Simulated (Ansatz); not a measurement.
Reaction (ligand exchange at the Hf–N bond): `[NH2][Hf]([OH])([OH])[OH]` + H–F → `[OH][Hf]([OH])([OH])[F]` + NH₃

Computed with Ansatz on PBE0-D4/def2-TZVP structures; ΔE is electronic, products minus reactants. CBS: MP2 limit from def2 TZ/QZ plus the TZ coupled-cluster correction, frozen cores. This one scheme is used for every species. DFT in def2-TZVPP. Elements past krypton have def2 core potentials. For Hf outer-core shells are correlated without core-valence functions, which leaves a few kJ/mol of doubt a bond. Each species was taken in one conformer, which may not be the lowest.

**Question.** Is it downhill or uphill in electronic energy at CCSD(T)/CBS, and by how much? (An estimate is asked.)

**Answer.** The calculation gave: Downhill: ΔE = -120.1 kJ/mol.

**Question.** What do these levels give: PBE-D4, r2SCANh-D4, r2SCAN0-D4, CAM-B3LYP-D4, BLYP, PBE0, RPA@PBE/def2-TZVPP, HF/def2-SVP, CCSD(T)/def2-SVP, HF/def2-TZVPP, CCSD(T)/def2-TZVPP, CCSD/CBS(def2)? (Estimate.)

**Answer.** Computed: PBE-D4 -125.9, r2SCANh-D4 -130.7, r2SCAN0-D4 -128.8, CAM-B3LYP-D4 -133.2, BLYP -136.0, PBE0 -127.5, RPA@PBE/def2-TZVPP -119.9, HF/def2-SVP -145.4, CCSD(T)/def2-SVP -137.5, HF/def2-TZVPP -137.9, CCSD(T)/def2-TZVPP -121.4, CCSD/CBS(def2) -121.7 kJ/mol.

Largest T1 diagnostic among the species: 0.015.

Leaving LDA and LC-ωPBE aside and taking each functional with its dispersion term where it has one, the values, not all of them listed here, spread over 12.9 kJ/mol, from B97M-V to HSE06-D4. LDA lies +6.9 kJ/mol from PBE without D4. From r2SCAN to r2SCAN0 (25 % exact exchange), in def2-TZVPP and without D4, ΔE moves by +3.3 kJ/mol. The D4 term adds +5.0 kJ/mol with B3LYP and +2.9 kJ/mol with PBE0; it sums over pairs of atoms, weighted by their polarisabilities, and B3LYP, whose exchange is more repulsive, gets the larger term.

B3LYP here is the variant with VWN-RPA as its local correlation; programs differ in this.
